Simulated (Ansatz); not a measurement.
Ansatz (a first-principles code) input (RI-MP2/def2-QZVPPD):
A basis named .json is the Basis Set Exchange file of that set.

Ansatz 0.2 input:
```yaml
crystal:
  periodic: [false, false, false]
  atoms:
    - {symbol: K, position_ang: [-0.00000000, -0.00000000, -1.30365535]}
    - {symbol: S, position_ang: [0.00000000, 0.00000000, 1.54809072]}
basis:
  gaussian:
    orbitals: def2-QZVPPD.json
    fitting: {mean_field: def2-universal-jkfit, correlation: def2-QZVPPD-RIFIT.json}
magnetization: {spin_polarized: true, initial_magnetization: 1}
correlation: {method: mp2, electrons: outside_noble_gas}
```

Output:

```
Functional definition: HF
integrals: 0.07 GiB planned
288 factors; integrals over basis functions are off by at most 1.3e0 eV
382 factors; integrals over basis functions are off by at most 6.6e-1 eV
mean field: 0.30 GiB planned
mean field evaluation 1: about -27121.7296 eV, gradient 1.1e1 eV
mean field evaluation 2: about -27122.5110 eV, gradient 4.6e0 eV
mean field evaluation 4: about -27122.6010 eV, gradient 3.8e-1 eV
mean field evaluation 8: about -27119.4744 eV, gradient 1.1e1 eV
mean field evaluation 16: about -27122.3435 eV, gradient 9.0e-1 eV
mean field evaluation 32: about -27122.2971 eV, gradient 4.8e0 eV
mean field -27122.60363585 eV, -996.7372992566 hartree, gradient 9.4e-7 eV, S^2 0.762534; 9 other end points of the search recorded, 0 dependent functions left out
14 core orbitals not correlated
reference -27122.60363585 eV, -996.7372992566 hartree; 4, 3 occupied and 131, 132 virtual orbitals, 382 factors
second order -4.55563429 eV of doubles, -0.00000000 eV of singles
Total energy: -27127.15927015 eV, -996.9047157289 hartree
```
